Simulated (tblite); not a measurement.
Compound: C6H9P.
Geometry (GFN2-xTB, Å), atoms numbered from 1 in this order:
```xyz
16
C6H9P angstrom
C      3.0256   -0.4998    0.2816
P      2.2637    0.9755    0.4302
C      0.5143    0.5448    0.2716
C     -0.4424    1.4730    0.1898
C     -1.8064    0.8818    0.0383
C     -1.5832   -0.6075    0.3513
C     -0.0714   -0.8418    0.1952
H      4.1006   -0.5373    0.3405
H      2.5274   -1.4400    0.1206
H     -0.2802    2.5376    0.2020
H     -2.5335    1.3449    0.7074
H     -2.1633    1.0305   -0.9857
H     -2.1651   -1.2560   -0.3013
H     -1.8792   -0.8104    1.3811
H      0.1654   -1.2909   -0.7731
H      0.3201   -1.4956    0.9753
```

Method: GFN2-xTB as coded in tblite; computed harmonic values from a numerical Hessian at the method's own geometry, unscaled. Errors from tens to a few hundred cm⁻¹ against measured bands are possible. One conformer, not necessarily the lowest.

Harmonic wavenumbers (cm⁻¹): 63.2, 111.2, 184.5, 191.8, 329.4, 383.5, 435.9, 582.4, 641.8, 747.2, 780.8, 809.8, 839.4, 863.6, 907.7, 973.4, 1009.9, 1035.2, 1082.6, 1085.6, 1105.8, 1113.9, 1191.2, 1196.5, 1222.2, 1283.4, 1292.4, 1320.9, 1396.8, 1465.7, 1475.2, 1496.0, 1634.3, 2931.8, 2945.1, 2977.3, 2983.0, 2993.6, 3012.8, 3085.8, 3111.0, 3115.1.

A = 5382, B = 1416, C = 1151 MHz; mass 112.044 u (most abundant isotopes); point group C1, symmetry number 1.

Task: What is the zero-point energy?

Result: Half the sum of the wavenumbers: 28704 cm⁻¹ = 343.38 kJ/mol.

Task: What is S at 298.15 K and 1 bar for an ideal gas of classical rigid rotors and harmonic oscillators?

Result: Translation 167.71, rotation 117.14, vibration 75.46: S = 360.3 J/(mol K).

Task: And Cp and H(298.15 K) − H(0)?

Result: Cp = 123.37 J/(mol K), of which vibrations give 90.12 (their classical limit is 42 R = 349.2); H(298.15 K) − H(0) = 22.34 kJ/mol without the zero-point energy, 12.42 from vibrations.

Task: What must be added to the electronic energy to get the Gibbs energy at 298.15 K and 1 bar?

Result: ZPE + [H(298.15 K) − H(0)] − T·S = 343.38 + 22.34 − 107.43 = 258.29 kJ/mol.

Task: How do the functions run with temperature in this model?

Result: 
| T (K) | S (J/(mol K)) | Cp (J/(mol K)) | H − H(0) (kJ/mol) | G − H(0) (kJ/mol) | ln q(vib) |
| --- | --- | --- | --- | --- | --- |
| 50 | 231.8 | 45.7 | 1.89 | -9.70 | 0.23 |
| 100 | 268.3 | 60.7 | 4.56 | -22.27 | 0.89 |
| 373.15 | 391.0 | 151.1 | 32.64 | -113.27 | 5.35 |
| 500 | 441.2 | 192.1 | 54.51 | -166.07 | 7.62 |
| 750 | 530.6 | 248.5 | 110.16 | -287.83 | 12.21 |
| 1000 | 607.5 | 284.7 | 177.12 | -430.33 | 16.66 |

q(vib) and H(0) count from the zero-point level.

Task: Blend soft modes into free rotors: weight 1/[1 + (100 cm⁻¹/ν̃)⁴] for the oscillator and the rest for a rotor with moment μB/(μ + B), μ = h/(8π²ν), B = 10⁻⁴⁴ kg m². What vibrational entropy results?

Result: 70.90 J/(mol K) in place of 75.46, which changes −T·S at 298.15 K by +1.36 kJ/mol.

Task: Which modes carry the vibrational entropy at 298.15 K?

Result: 63.2 cm⁻¹: 18.22; 111.2 cm⁻¹: 13.59; 184.5 cm⁻¹: 9.55; 191.8 cm⁻¹: 9.25; 329.4 cm⁻¹: 5.28; 383.5 cm⁻¹: 4.29 J/(mol K); the other 36 give 15.28 together.

Hindered rotation and anharmonicity are outside this model. Other conformers, if any are populated, would add a mixing term that is left out. The structure is chiral; the term R ln 2 for an equal mix with its mirror image is left out.
